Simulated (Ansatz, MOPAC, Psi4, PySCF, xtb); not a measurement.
Donor–acceptor adduct: GaH3 (SMILES [GaH3]) (first 4 atoms) with NH3 (SMILES N); geometry from B3LYP-D3(BJ)/def2-TZVP, rigid monomers moved along the line of their centres of mass till Ga1···N5 is 3.05 Å.
(charge 0, multiplicity 1):
```xyz
8

Ga     0.470    -0.368     0.771
H      0.087    -1.901     0.839
H     -0.281     0.541    -0.283
H      1.929     0.056     1.214
N     -1.020     0.556     3.269
H     -2.013     0.370     3.182
H     -0.676     0.070     4.090
H     -0.894     1.552     3.412
```

| level | interaction energy (kcal/mol) | minus CCSD(T)/CBS(aug-cc-pVDZ, aug-cc-pVTZ) | cost |
|---|---|---|---|
| AM1 | -15.84 | -3.93 | - |
| PM3 | -27.24 | -15.32 | - |
| PM6 | -4.93 | 6.98 | - |
| PM7 | -2.59 | 9.33 | - |
| GFN1-xTB | -12.15 | -0.23 | - |
| GFN2-xTB | -16.75 | -4.84 | - |
| HF/STO-3G (no counterpoise) | -11.51 | 0.40 | - |
| HF/3-21G (no counterpoise) | -19.86 | -7.94 | - |
| HF/6-31G* | -11.83 | 0.09 | - |
| HF/6-31G* (no counterpoise) | -13.26 | -1.35 | - |
| HF/aug-cc-pVDZ | -10.41 | 1.51 | - |
| HF/aug-cc-pVTZ | -10.45 | 1.47 | - |
| PBE/def2-TZVPPD | -11.40 | 0.52 | ×1 |
| PBE-D3(BJ)/def2-TZVPPD | -12.18 | -0.27 | ×1 |
| PBE-D4/def2-TZVPPD | -12.36 | -0.44 | ×1 |
| r2SCAN/def2-TZVPPD | -12.17 | -0.25 | ×2 |
| r2SCAN-D3(BJ)/def2-TZVPPD | -12.46 | -0.54 | ×2 |
| r2SCAN-D4/def2-TZVPPD | -12.45 | -0.53 | ×2 |
| B3LYP/3-21G (no counterpoise) | -22.76 | -10.84 | - |
| B3LYP/6-31G* | -12.11 | -0.20 | - |
| B3LYP/6-31G* (no counterpoise) | -14.56 | -2.64 | - |
| B3LYP-D3(BJ)/def2-TZVPPD | -11.83 | 0.09 | ×2 |
| B3LYP-D4/def2-TZVPPD | -11.97 | -0.06 | ×2 |
| PBE0/def2-TZVPPD | -11.25 | 0.66 | ×2 |
| PBE0-D3(BJ)/def2-TZVPPD | -12.01 | -0.10 | ×2 |
| PBE0-D4/def2-TZVPPD | -12.11 | -0.19 | ×2 |
| M06-2X/6-31G* (no counterpoise) | -16.57 | -4.65 | - |
| wB97X-V/def2-TZVPPD | -11.87 | 0.05 | ×4 |
| wB97M-V/def2-TZVPPD | -11.81 | 0.10 | ×4 |
| MP2/6-31G* | -12.56 | -0.65 | - |
| MP2/6-31G* (no counterpoise) | -15.24 | -3.33 | - |
| MP2/aug-cc-pVTZ | -11.86 | 0.05 | - |
| MP2/CBS(aug-cc-pVDZ, aug-cc-pVTZ) | -11.97 | -0.05 | - |
| SCS-MP2/aug-cc-pVDZ | -11.21 | 0.71 | - |
| CCSD/aug-cc-pVDZ | -11.22 | 0.70 | - |
| CCSD/aug-cc-pVTZ | -11.52 | 0.40 | - |
| CCSD(T)/aug-cc-pVDZ | -11.43 | 0.48 | ×4 |
| CCSD(T)/aug-cc-pVTZ | -11.79 | 0.13 | ×200* |
| CCSD(T)/CBS(aug-cc-pVDZ, aug-cc-pVTZ) | -11.92 | 0.00 | ×200* |
| SAPT0/aug-cc-pVDZ | -12.01 | -0.09 | - |

 The comparison column counts from a level with limits of its own.

The rows run from -27.24 (PM3) to -2.59 kcal/mol (PM7). In aug-cc-pVTZ the value moves HF -10.45, MP2 -11.86, CCSD -11.52, CCSD(T) -11.79, a shift of -1.34 from HF to CCSD(T). From aug-cc-pVDZ to aug-cc-pVTZ CCSD(T) changes by -0.35. The dispersion term adds -0.78 in PBE-D3(BJ), -0.96 in PBE-D4, -0.29 in r2SCAN-D3(BJ). The 5 functionals in def2-TZVPPD without D3 or D4 span 0.92, from r2SCAN to PBE0.

Interaction energies are E(AB) − E(A) − E(B) at the monomers' geometry in the complex; basis-set methods are counterpoise corrected. Rows marked so take none.

Frozen-core correlation. Filled d and f shells under p-block atoms count as core. CBS(a, b) extrapolates the correlation energy as X⁻³ and adds the Hartree–Fock energy of set b. Rows in 3-21G, 6-31G*, STO-3G carry no dispersion term and start afresh at each structure (6-31G* with six Cartesian d functions); the Pople sets are all-electron and without relativity. MP2/6-31G* freezes PySCF's default core, which leaves 3d correlated. The state that AM1, PM3, PM6, PM7 reach isn't checked; PM7 holds dispersion and hydrogen-bond terms.

Programs: Ansatz (Gaussian basis) for Hartree–Fock, density functionals and correlated methods; MOPAC for AM1, PM3, PM6, PM7 (differences of heats of formation); Psi4 for SAPT; PySCF for 3-21G rows, 6-31G* rows, STO-3G rows, the dispersion terms; xtb for the GFN methods. 

Costs are rough ratios of core time to PBE/def2-TZVPPD (about 5 s over the structures, on one shared machine); a dash marks a level with no comparable run of its own. A star marks coupled-cluster runs past 200 virtual orbitals, where the program's memory plan changes under this machine's limit, so their costs aren't comparable with smaller runs.

Ansatz is a program for electronic structure.
